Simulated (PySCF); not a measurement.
Mayer bond orders and bond lengths

Species: C6H10N2Si.
SMILES with atom numbers: `[CH2:1]=[N:2][CH2:3][SiH2:4][n:5]1[cH:6][cH:7][cH:8][cH:9]1` (hydrogens: H10, H11 on C1; H12, H13 on C3; H14, H15 on Si4; H16 on C6; H17 on C7; H18 on C8; H19 on C9)

Cartesian coordinates in Å at the GFN2-xTB level; atoms count from 1:
```
atom  x, y, z in Å
C1    -2.6409    1.9512   -0.0400
N2    -1.8781    1.0641    0.4062
C3    -2.0273   -0.2930    0.0130
Si4   -0.5414   -0.7310   -1.1214
N5     0.9553   -0.5410   -0.2470
C6     1.6431   -1.5238    0.4185
C7     2.7267   -0.9814    1.0355
C8     2.7153    0.4042    0.7442
C9     1.6255    0.6362   -0.0352
H10   -3.4828    1.7584   -0.7171
H11   -2.4738    2.9750    0.2591
H12   -1.9767   -0.9067    0.9151
H13   -2.9816   -0.4945   -0.4976
H14   -0.4979    0.1886   -2.2589
H15   -0.6215   -2.1368   -1.5199
H16    1.2996   -2.5393    0.3918
H17    3.4528   -1.5008    1.6299
H18    3.4341    1.1289    1.0738
H19    1.2597    1.5509   -0.4573
```

Bond orders from the PBE0/pcSseg-1 density (PySCF). One conformer (not necessarily the lowest) at the GFN2-xTB geometry, without solvent, vibrations or thermal averaging. GFN2-xTB frequencies show an imaginary mode (22i cm⁻¹), so this geometry is no minimum at that level.

**Question.** Where do the orders between heavy atoms depart from those drawn in the SMILES?

**Answer.** The largest departure is 0.391, at N5–C6 (drawn aromatic, 1.109), counting aromatic bonds as 1.5. Drawn single, order below 0.88: C3–Si4 (0.865) and Si4–N5 (0.840). The bonds drawn aromatic range from 1.11 to 1.56.

**Question.** Set the Mayer orders of the bonds between heavy atoms beside their lengths.

**Answer.** 
| bond | drawn as | length (Å) | Mayer order |
| --- | --- | --- | --- |
| C1–N2 | double | 1.252 | 1.948 |
| N2–C3 | single | 1.421 | 0.978 |
| C3–Si4 | single | 1.920 | 0.865 |
| Si4–N5 | single | 1.744 | 0.840 |
| N5–C6 | aromatic | 1.372 | 1.109 |
| C6–C7 | aromatic | 1.360 | 1.559 |
| C7–C8 | aromatic | 1.416 | 1.328 |
| C8–C9 | aromatic | 1.360 | 1.558 |
| C9–N5 | aromatic | 1.371 | 1.116 |

Bonds between the same two heavy elements. C–N: lowest N2–C3 (0.978, 1.421 Å), highest C1–N2 (1.948, 1.252 Å). C–C: lowest C7–C8 (1.328, 1.416 Å), highest C6–C7 and C8–C9 (1.559, 1.360 Å). Bonds named together lie within 0.004.

**Question.** And the bonds to hydrogen?

**Answer.** C–H: 0.93 to 0.99 (8 bonds); H–Si: 0.95 to 0.96 (2 bonds).

**Question.** Sum the orders of all bonds at each heavy atom with more than one neighbour and set the sums beside the valence in the SMILES.

**Answer.** C1 3.835 (drawn 4), N2 2.926 (drawn 3), C3 3.705 (drawn 4), Si4 3.609 (drawn 4), N5 3.065 (drawn 3), C6 3.641 (drawn 4), C7 3.875 (drawn 4), C8 3.874 (drawn 4), C9 3.643 (drawn 4). Orders between atoms that aren't bonded are not in these sums.

The Mayer order sums products of elements of PS (density times overlap matrix) between the two atoms' basis functions, so it depends on the basis set.

The run behind these numbers computed NMR shieldings as well. Hardware: an Arm Neoverse N1 with one thread, no GPU, shared host. Cost: 85 s (grids of density and orbitals included), 0.94 GiB resident at most.
